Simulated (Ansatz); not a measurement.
**Molecular dynamics of C2H6BFOS**

The input (input.yaml):

```yaml
crystal:
  periodic: [false, false, false]
  atoms:
    - { symbol: C, position_ang: [-0.390971, 1.610644, -0.385005] }
    - { symbol: B, position_ang: [0.262282, 0.258856, 0.204064] }
    - { symbol: F, position_ang: [1.505445, 0.382182, 0.960914] }
    - { symbol: C, position_ang: [0.423538, -1.228804, -0.422097] }
    - { symbol: O, position_ang: [1.588704, -1.789124, -0.012084] }
    - { symbol: S, position_ang: [-0.915679, -0.907158, 1.384308] }
    - { symbol: H, position_ang: [-1.342784, 1.377089, -0.966711] }
    - { symbol: H, position_ang: [0.349313, 2.009272, -1.173331] }
    - { symbol: H, position_ang: [-0.535725, 2.413164, 0.317134] }
    - { symbol: H, position_ang: [-0.267613, -1.76928, -1.086661] }
    - { symbol: H, position_ang: [1.913184, -0.88117, 0.56584] }
    - { symbol: H, position_ang: [-2.037674, -0.833463, 0.570687] }
basis:
  gaussian: { orbitals: STO-3G }
hamiltonian:
  xc: revpbe
md:
  timestep: 0.5
  n_steps: 400
  ensemble: nve
  temperature: 300.0
  initial_velocities: maxwell_boltzmann
  seed: 377032
```

Run as:

```bash
$ ansatz run input.yaml --threads 1 --pin off --max-ram 2048MiB --backend cpu --events-out ev --progress --plain --runs-dir out
```

It goes on from the last frame of an earlier run, with new velocities.

Output, in part (step lines, the closing report, with atoms numbered from 0):

```
md step     0: t =     0.00 fs  T =   300.0 K  F+E_penalty+E_count = -18223.22778779 eV  E_kin = 0.387780 eV  conserved = -18222.84000779 eV  (25 SCF iters)
md step     1: t =     0.50 fs  T =   287.2 K  F+E_penalty+E_count = -18223.21096838 eV  E_kin = 0.371171 eV  conserved = -18222.83979749 eV  (30 SCF iters)
md step     2: t =     1.00 fs  T =   275.2 K  F+E_penalty+E_count = -18223.19548291 eV  E_kin = 0.355762 eV  conserved = -18222.83972063 eV  (30 SCF iters)
md step     3: t =     1.50 fs  T =   265.1 K  F+E_penalty+E_count = -18223.18252604 eV  E_kin = 0.342697 eV  conserved = -18222.83982950 eV  (30 SCF iters)
md step     4: t =     2.00 fs  T =   255.8 K  F+E_penalty+E_count = -18223.17062397 eV  E_kin = 0.330619 eV  conserved = -18222.84000479 eV  (30 SCF iters)
md step     5: t =     2.50 fs  T =   245.5 K  F+E_penalty+E_count = -18223.15736757 eV  E_kin = 0.317311 eV  conserved = -18222.84005687 eV  (30 SCF iters)
md step     6: t =     3.00 fs  T =   233.8 K  F+E_penalty+E_count = -18223.14212480 eV  E_kin = 0.302219 eV  conserved = -18222.83990553 eV  (30 SCF iters)
md step     7: t =     3.50 fs  T =   222.4 K  F+E_penalty+E_count = -18223.12717730 eV  E_kin = 0.287519 eV  conserved = -18222.83965825 eV  (30 SCF iters)
[... lines left out ...]
md step   397: t =   198.50 fs  T =   160.7 K  F+E_penalty+E_count = -18223.04697230 eV  E_kin = 0.207702 eV  conserved = -18222.83927000 eV  (31 SCF iters)
md step   398: t =   199.00 fs  T =   147.0 K  F+E_penalty+E_count = -18223.02859209 eV  E_kin = 0.190021 eV  conserved = -18222.83857067 eV  (31 SCF iters)
md step   399: t =   199.50 fs  T =   149.7 K  F+E_penalty+E_count = -18223.03198421 eV  E_kin = 0.193545 eV  conserved = -18222.83843965 eV  (31 SCF iters)
md step   400: t =   200.00 fs  T =   170.4 K  F+E_penalty+E_count = -18223.05918563 eV  E_kin = 0.220209 eV  conserved = -18222.83897671 eV  (26 SCF iters)
Total energy: -18223.05921392 eV, -669.6850740784 hartree
Atom 0 at    -0.381862     1.642207    -0.383544 Å, force    -0.655217    -2.037491    -2.209784 eV/Å
Atom 1 at     0.290008     0.288984     0.177468 Å, force    -0.502568    -0.672516     0.776851 eV/Å
Atom 2 at     1.480238     0.376843     0.931544 Å, force     0.987205     0.216658     0.258207 eV/Å
Atom 3 at     0.436854    -1.192412    -0.437770 Å, force     1.596739     0.472743     2.369935 eV/Å
Atom 4 at     1.618542    -1.836553     0.005194 Å, force    -1.106883     1.161315    -0.194536 eV/Å
Atom 5 at    -0.931414    -0.915690     1.399422 Å, force    -0.125846     0.312514    -1.234632 eV/Å
Atom 6 at    -1.382708     1.348746    -0.856743 Å, force     0.904607     0.820030     0.757863 eV/Å
Atom 7 at     0.203452     2.095841    -1.207459 Å, force     0.196195    -0.184887    -0.127336 eV/Å
Atom 8 at    -0.479755     2.424121     0.338211 Å, force    -0.594206     0.939950     1.298083 eV/Å
Atom 9 at    -0.182790    -1.791140    -1.070658 Å, force    -0.963321    -1.036360    -1.362543 eV/Å
Atom 10 at     1.971306    -0.961357     0.622445 Å, force    -0.464294    -0.019485    -0.580121 eV/Å
Atom 11 at    -2.113420    -0.808609     0.654334 Å, force     0.727589     0.027528     0.248012 eV/Å
Dipole moment:    -0.140887    -0.055640    -0.039768 e Å
```

The steps, from the saved trajectory:

```tsv
time (fs)	T (K)	potential energy less start (eV)	conserved less start (meV/atom)
0.0	300	0.000	0.00
6.5	215	0.110	-0.01
13.0	184	0.151	0.01
19.5	251	0.064	0.04
26.0	249	0.065	0.00
32.5	270	0.038	-0.04
39.0	241	0.077	0.04
45.5	150	0.194	0.02
52.0	281	0.023	-0.07
58.5	302	-0.002	0.00
65.0	187	0.147	0.07
71.5	246	0.070	-0.03
78.0	242	0.075	-0.02
84.5	176	0.161	0.08
91.0	300	-0.001	-0.06
97.5	262	0.048	-0.10
104.0	148	0.197	0.06
110.5	255	0.059	-0.01
117.0	306	-0.009	-0.11
123.5	255	0.059	0.05
130.0	185	0.149	0.08
136.5	233	0.086	-0.07
143.0	212	0.113	0.00
149.5	262	0.050	0.12
156.0	232	0.088	-0.01
162.5	237	0.081	-0.05
169.0	201	0.130	0.13
175.5	230	0.091	0.05
182.0	290	0.012	-0.08
188.5	254	0.060	0.04
195.0	132	0.218	0.08
```

All steps were run. The conserved energy stayed within 0.15 meV per atom of its start (net change 0.086 meV per atom), so the integration is sound. A run of 0.2 ps of so small a system gives no equilibrium averages. Limits of this set-up: minimal basis.

The same pairs are bonded in the first frame and the last. Pairs count as bonded within 1.25 times the sum of covalent radii (0.12 Å more for H–H).

Last frame:

```xyz
12
Properties=species:S:1:pos:R:3
C -0.382 1.642 -0.384
B 0.290 0.289 0.177
F 1.480 0.377 0.931
C 0.437 -1.192 -0.438
O 1.619 -1.837 0.005
S -0.931 -0.916 1.399
H -1.383 1.349 -0.857
H 0.203 2.096 -1.208
H -0.480 2.424 0.338
H -0.183 -1.791 -1.071
H 1.971 -0.961 0.622
H -2.113 -0.809 0.654
```

Time of the run: 18 min on 1 thread of Arm Neoverse V1 (shared host), peak memory 0.096 GiB.
